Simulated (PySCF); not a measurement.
Vibration and rotation of HgF

PBE0 constants of HgF, ²Σ⁺ (doublet), unpaired electrons σ ↑ (basis Hg cc-pVDZ-PP with ECP60, F cc-pVDZ; scalar-relativistic core potentials; PySCF 2.14; masses 201.9706 and 18.9984 u):

* ωe: 441.5 cm⁻¹
* ωexe: 4.42 cm⁻¹
* Be: 0.23132 cm⁻¹
* αe: 0.00236 cm⁻¹
* D (centrifugal): 2.54e-07 cm⁻¹
* De to Hg + F: 1.32 eV

Problem. Give the vibrational terms G(v) and spacings up to v = 6.

Solution. G(v) = ωe(v+½) − ωexe(v+½)².

| v | G(v) (cm⁻¹) | G(v) − G(v−1) | Bv (cm⁻¹) |
| --- | --- | --- | --- |
| 0 | 219.6 |  | 0.2301 |
| 1 | 652.3 | 432.7 | 0.2278 |
| 2 | 1076.1 | 423.8 | 0.2254 |
| 3 | 1491.1 | 415.0 | 0.2231 |
| 4 | 1897.2 | 406.1 | 0.2207 |
| 5 | 2294.5 | 397.3 | 0.2183 |
| 6 | 2683.0 | 388.5 | 0.2160 |

Problem. How well does the Morse estimate ωe²/(4ωexe) reproduce De, and what is D0?

Solution. It gives 1.37 eV, 104 % of the computed De. D0 = De − G(0) = 1.32 − 0.03 = 1.29 eV.

These are scalar-relativistic numbers at best; spin–orbit coupling would shift them, the dissociation energy most. The state was picked by a PBE0 search and need not be the measured ground state.
